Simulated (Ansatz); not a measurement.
Molecule: dimethylaminoboronic acid, C2H8BNO2, net charge 0, singlet state. 
Structure (B3LYP-D3(BJ)/def2-TZVP (Ansatz, a quantum-chemistry and plane-wave program) minimum search):
```xyz
14

C     -1.4245     0.1986    -1.2036
N     -0.6272    -0.1305    -0.0405
C     -1.3650    -0.7789     1.0234
B      0.7496     0.1559     0.0484
O      1.4260    -0.1994     1.2062
O      1.3663     0.7803    -1.0258
H     -2.2448     0.8768    -0.9388
H     -0.8080     0.6804    -1.9576
H     -1.8709    -0.7022    -1.6419
H     -0.7060    -0.9953     1.8598
H     -2.1829    -0.1411     1.3800
H     -1.8090    -1.7201     0.6769
H      2.3600     0.0170     1.2169
H      2.3030     0.9531    -0.9156
```

Computed values are from Ansatz. Correlated levels leave the core frozen unless marked. UHF or UKS for open shells. No spin-orbit coupling. Non-relativistic. CBS marks a two-point X^-3 extrapolation of the correlation energy; Hartree-Fock from the larger set.

Q: What is the dipole moment at CCSD(T)/aug-cc-pVDZ?

A: 1.29 D.

Q: What is the T1 diagnostic at CCSD/cc-pVQZ?

A: 0.011.

Q: What is the total energy at CCSD(T)/CBS(cc-pVTZ,cc-pVQZ)?

A: -310.8889 Eh.

Q: What is the atomisation energy De at CCSD(T)/CBS(cc-pVTZ,cc-pVQZ)?

A: 5698.7 kJ/mol.
